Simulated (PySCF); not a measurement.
# What the low excited states add to the polarisability

C₄H₉F₃Si₂.
SMILES with atom numbers: `[CH3:1][SiH2:2]/[CH:3]=[C:4](\[SiH3:5])[C:6]([F:7])([F:8])[F:9]` (hydrogens: H10, H11, H12 on C1; H13, H14 on Si2; H15 on C3; H16, H17, H18 on Si5)

Computed with TDDFT B3LYP/def2-SVPD, vertical, gas phase, core orbitals frozen in the response (PySCF 2.14.0, density-fitted response routines). Geometry: PBE0-D3(BJ)/def2-SVP, one conformer, isolated molecule. Torsions of this conformer, `[CH3:1][SiH2:2]/[CH:3]=[C:4](\[SiH3:5])[C:6]([F:7])([F:8])[F:9]`: C1–Si2–C3–C4 95°, C3–C4–C6–F7 -4°.

Computed singlets:

```tsv
state	E (eV)	f
S1	5.72	0.0047
S2	6.08	0.287
S3	6.59	0.021
S4	6.92	0.015
S5	7.00	0.021
S6	7.33	0.0013
S7	7.40	0.0034
S8	7.54	0.013
S9	7.59	0.065
S10	7.76	0.0041
```

Problem. Build the mean polarisability up from these states and compare it with the full response value.

Solution. Each state adds f / ΔE² (ΔE in hartree, 27.2114 eV).

```csv
state,f/ΔE² (au),running sum (au),running share of α (%)
S1,0.11,0.11,0.1
S2,5.75,5.85,5.5
S3,0.36,6.21,5.8
S4,0.24,6.45,6.0
S5,0.31,6.77,6.3
S6,0.02,6.78,6.4
S7,0.05,6.83,6.4
S8,0.17,7.00,6.6
S9,0.84,7.84,7.3
S10,0.05,7.89,7.4
```

The full response gives 106.70 au (15.81 Å³), so 98.8 au comes from the higher roots of the same equations.

Problem. By how much does the contribution of these states grow at 532 nm?

Solution. With ω = 0.0856 hartree each state's term in the mean polarisability goes from f / ΔE² to f / (ΔE² − ω²); the sum over all 10 states goes from 7.89 to 9.14 au, a rise of 1.25 au.

The largest single term belongs to S2, which also has the largest f.

A one-level model with all 54 active electrons at a single energy would need ΔE = √(N/α) = 19.4 eV to give this α, against S1 at 5.72 eV.

The run took 6.7 min wall on one thread of an Arm Neoverse V2, on a shared host, and the process peaked at 1.2 GiB of memory.
